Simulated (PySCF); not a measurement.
A structure optimised at PBE-D3(BJ)/def2-SVP, used in a PySCF frequency run:

```
C
H 1 1.1087
H 1 1.1116 2 108.38
Si 1 1.8907 2 115.92 3 123.23
F 4 1.6432 1 109.04 2 31.64
Si 1 1.9279 2 116.48 3 -123.55
H 6 1.5041 1 111.04 2 -30.14
H 6 1.5043 7 109.92 1 -126.96
Cl 4 2.0806 5 107.19 1 124.77
Si 4 2.3579 5 110.50 1 -99.81
H 10 1.5022 4 120.17 5 -22.65
H 10 1.5057 11 110.81 4 134.85
```
Charge 0, spin multiplicity 1.

Q: Write its SMILES and formula.

A: F[Si@]1(Cl)C[SiH2][SiH2]1, CH6ClFSi3

Q: What are its rotational constants (standard atomic weights)?

A: 2.3153, 0.96587, 0.90812 GHz
